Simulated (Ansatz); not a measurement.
NiO₂⁻. Charge -1, multiplicity 2. Geometry r2SCAN-D4/def2-TZVP, that of the neutral singlet; atoms count from 1.

```csv
atom,x (Å),y (Å),z (Å)
Ni1,-0.0314,-0.1509,0.0869
O2,0.3016,0.7964,1.3109
O3,-0.2702,-0.6455,-1.3979
```

The charge -1 doublet is spin-contaminated (final ⟨S²⟩ up to 1.04, 0.75 for a pure state). Another isomer (singlet) lies 0.43 eV lower at PBE0-D4/def2-TZVP.

Question: Estimate the Mulliken populations from the PBE0/def2-TZVPD orbitals of Ansatz.

Answer: 
| atom | charge (e) | spin (α − β) | d electrons |
| --- | --- | --- | --- |
| Ni1 | 0.52 | 0.71 | 8.28 |
| O2 | -0.75 | -0.15 | – |
| O3 | -0.77 | 0.43 | – |
Mulliken values and Mayer orders depend strongly on the basis. With diffuse functions, as here, like atoms can get unlike values, and bond orders can come out too low or too high.

Question: Where does the spin sit?

Answer: Summed by element: Ni 0.71, O 0.29, of 1 unpaired in all. Largest on single atoms: Ni1 0.71, O3 0.43, O2 -0.15.

Question: And the Mayer bond orders between bonded heavy atoms (over 0.3)?

Answer: Ni1–O2 1.38 (1.58 Å); Ni1–O3 1.48 (1.58 Å).
